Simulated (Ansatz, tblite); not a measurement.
Spin states of [AgF4]- (AgF4⁻), formally d⁸, each relaxed with PBE0-D4/def2-SVPD in Ansatz. Electronic energies in the gas phase.

In the def2 sets Ag takes a core potential; there is no spin–orbit coupling. The xTB rows come from tblite. HSE06 is defined as in plane-wave codes, on full-range PBE exchange. Correlated methods freeze 4 core orbitals; core or outer-core shells of Ag are correlated, in sets that lack core-valence functions. The rows differ in basis, and correlated rows in double-zeta sets carry the largest basis error. In CCSD on the charge -1 triplet the largest single amplitude is 0.19, so its Hartree–Fock determinant may place the open shell otherwise than the density functionals do. HOMO above LUMO, or a gap near zero within one spin, warns that the state may not be the lowest or that an electron is smeared out.

Singlet geometry (D4h within 0.1 Å):

```xyz
5

Ag    0.000    0.000    0.000
F    -1.489    0.343    1.162
F    -1.207   -0.269   -1.467
F     1.489   -0.343   -1.162
F     1.207    0.269    1.467
```

Triplet geometry (D4h within 0.1 Å):

```xyz
5

Ag    0.000    0.000    0.000
F     0.945    0.146    1.759
F    -1.664    0.741    0.832
F    -0.945   -0.146   -1.759
F     1.664   -0.741   -0.832
```

Only these spin states were relaxed.

Second-order perturbation terms are unreliable where d shells bring near-degenerate states, and here MP2/def2-SVPD, MP2/def2-TZVPD lie more than 0.4 eV from the median of the functionals without such a term.

```csv
level,triplet − singlet (kJ/mol),lowest of these,remarks
GFN1-xTB,269.8,singlet,–
HF/def2-SVPD,176.9,singlet,test for broken spin undecided (singlet)
LDA (SPW92)/def2-TZVPD,177.9,singlet,gap within one spin near zero (triplet)
PBE-D4/def2-TZVPD,151.0,singlet,gap within one spin near zero (triplet)
BHLYP-D4/def2-TZVPD,220.7,singlet,–
RPA@PBE/def2-TZVPD,150.9,singlet,–
MP2/def2-SVPD,307.8,singlet,test for broken spin undecided (singlet)
CCSD/def2-SVPD,265.2,singlet,test for broken spin undecided (singlet)
CCSD(T)/def2-SVPD,283.6,singlet,test for broken spin undecided (singlet)
```

(1) Estimate the rows for GFN2-xTB, HF/def2-TZVPD, r2SCAN-D4/def2-TZVPD, PBE0-D4/def2-TZVPD, HSE06-D4/def2-TZVPD, ωB97X-V/def2-TZVPD, ωB97M-V/def2-TZVPD, MP2/def2-TZVPD.

(2) How do the metal–ligand distances follow the spin state?

## Answers

(1) 
```
               level  triplet − singlet (kJ/mol)  lowest of these                                   remarks
            GFN2-xTB                       198.8          singlet                                         –
       HF/def2-TZVPD                       184.7          singlet  test for broken spin undecided (singlet)
r2SCAN-D4/def2-TZVPD                       168.4          singlet                                         –
  PBE0-D4/def2-TZVPD                       192.1          singlet                                         –
 HSE06-D4/def2-TZVPD                       191.4          singlet                                         –
  ωB97X-V/def2-TZVPD                       212.3          singlet                                         –
  ωB97M-V/def2-TZVPD                       216.0          singlet                                         –
      MP2/def2-TZVPD                       333.8          singlet  test for broken spin undecided (singlet)
```

The xTB methods have no spin-polarisation term.

(2) 
```csv
state,donor atoms,mean metal–ligand distance (Å),range (Å),Mulliken spin on the metal (PBE0)
singlet,4,1.919,1.92–1.92,0
triplet,4,2.002,2.00–2.00,0.81
```

⟨S²⟩ at PBE0-D4/def2-TZVPD: singlet 0.00 (pure 0.00), triplet 2.01 (pure 2.00).
